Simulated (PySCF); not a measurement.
Basis set benchmark on one molecule

Molecule: (CH3CH2)2CF2, C₅H₁₀F₂.

Geometry (Å), atoms numbered from 1 in this order:
```xyz
17

C    -2.2803   -0.3504   -0.1110
C    -0.8267   -0.5728    0.2701
C    -0.0255    0.7125    0.3147
F    -0.6317    1.5789    1.1799
F    -0.0830    1.3102   -0.9143
C     1.4284    0.5893    0.7245
C     2.2785   -0.2479   -0.2150
H    -2.3551    0.1250   -1.0995
H    -2.8263   -1.3039   -0.1468
H    -2.7797    0.3048    0.6167
H    -0.7481   -1.0472    1.2616
H    -0.3374   -1.2500   -0.4468
H     1.8119    1.6206    0.7766
H     1.4536    0.1897    1.7506
H     2.2003    0.1264   -1.2464
H     1.9784   -1.3069   -0.2142
H     3.3371   -0.2073    0.0792
```

Geometry PBE0-D3(BJ)/def2-SVP throughout; GIAO in PySCF 2.14, gas phase, one conformer, non-relativistic; equivalent atoms averaged; functional PBE0.

Reference values (measured; G. Saielli, R. Bini, A. Bagno, Computational 19F NMR. 2. Organic compounds, RSC Adv. 2014, ESI (exp. from Berger-Braun-Kalinowski 1994 and Everett 1995)): δ(F4/F5) = -102.4 ppm vs CFCl3. Computed shifts are taken against CFCl3, calculated as an isolated molecule at each level.

Task: How do the basis sets STO-3G, pcSseg-0, 6-31G, 6-31G*, cc-pVDZ, def2-SVP, pcSseg-1, 6-311+G(2d,p), aug-cc-pVDZ, def2-TZVP perform against the reference? Times are CPU seconds on shared hosts with different chips, so compare them loosely.

Result: 
```tsv
basis set	functions	F4/F5	abs. error F	core-s
STO-3G	45	-106.2	3.8	5.8
pcSseg-0	83	-136.1	33.7	7.3
6-31G	83	-140.0	37.6	13
6-31G*	118	-125.8	23.4	19
cc-pVDZ	148	-121.3	18.9	16
def2-SVP	148	-110.3	7.9	15
pcSseg-1	169	-128.3	25.9	15
6-311+G(2d,p)	249	-123.9	21.5	48
aug-cc-pVDZ	251	-117.0	14.6	34
def2-TZVP	277	-120.7	18.3	40
```

For ¹⁹F the closest is STO-3G (3.8 ppm) and the furthest 6-31G (37.6 ppm). Where a smaller basis beats a larger one, errors probably cancel. One molecule is a small sample, and vibrational and solvent effects are absent from the calculation.

A small basis that lands close on one nucleus may do so by chance; judge by the trend and by all nuclei.
